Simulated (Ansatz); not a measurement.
SnGe5. The state is a singlet with charge 0. Geometry r2SCAN-D4/def2-SVP.

Cartesian coordinates in Å:
```
Ge 0.7862 1.1869 0.3325
Ge -0.8855 -1.1163 -0.3288
Ge 1.6480 -1.1781 -0.0611
Ge -0.0590 -0.5307 1.9962
Ge 0.3846 0.2972 -2.0083
Sn -1.8743 1.3411 0.0695
```

In the def2 sets Sn takes a core potential, while STO-3G treats all electrons; there is no spin–orbit coupling. The restricted singlet is unstable towards broken spin symmetry in Hartree–Fock (as tested in another run); at HF/STO-3G, r2SCAN-D4/def2-TZVP, B97M-V/def2-TZVP, r2SCANh-D4/def2-TZVP and others this wasn't settled. The structure comes from a short search, and lower isomers may exist.

Task: Estimate the orbital energies around the gap (eV) in Ansatz with HF/STO-3G, r2SCAN-D4/def2-TZVP, B97M-V/def2-TZVP, r2SCANh-D4/def2-TZVP, PBE0-D4/def2-TZVP.

Result: 
| orbital | HF/STO-3G | r2SCAN-D4/def2-TZVP | B97M-V/def2-TZVP | r2SCANh-D4/def2-TZVP | PBE0-D4/def2-TZVP |
| --- | --- | --- | --- | --- | --- |
| HOMO−13 | -15.16 | -26.39 | -26.66 | -27.44 | -28.45 |
| HOMO−12 | -15.15 | -26.36 | -26.63 | -27.41 | -28.42 |
| HOMO−11 | -15.02 | -16.76 | -16.49 | -17.45 | -18.00 |
| HOMO−10 | -14.22 | -12.78 | -12.50 | -13.34 | -13.83 |
| HOMO−9 | -13.67 | -12.55 | -12.19 | -13.09 | -13.56 |
| HOMO−8 | -13.29 | -12.02 | -11.73 | -12.54 | -12.99 |
| HOMO−7 | -9.49 | -9.99 | -9.61 | -10.42 | -10.83 |
| HOMO−6 | -8.20 | -9.05 | -8.68 | -9.44 | -9.80 |
| HOMO−5 | -5.98 | -6.66 | -6.41 | -6.95 | -7.16 |
| HOMO−4 | -5.87 | -6.48 | -6.27 | -6.77 | -7.01 |
| HOMO−3 | -5.15 | -6.44 | -6.23 | -6.72 | -6.96 |
| HOMO−2 | -4.87 | -6.22 | -5.98 | -6.49 | -6.70 |
| HOMO−1 | -4.68 | -5.73 | -5.55 | -6.01 | -6.26 |
| HOMO | -4.54 | -5.50 | -5.38 | -5.80 | -6.07 |
| LUMO | 3.60 | -3.30 | -3.07 | -3.07 | -2.68 |
| LUMO+1 | 4.43 | -2.90 | -2.75 | -2.68 | -2.35 |
| LUMO+2 | 4.53 | -2.87 | -2.65 | -2.65 | -2.27 |
| LUMO+3 | 4.75 | -2.65 | -2.45 | -2.42 | -2.07 |
| LUMO+4 | 7.51 | -1.17 | -1.20 | -0.94 | -0.73 |
| LUMO+5 | 8.63 | -1.06 | -1.03 | -0.84 | -0.60 |
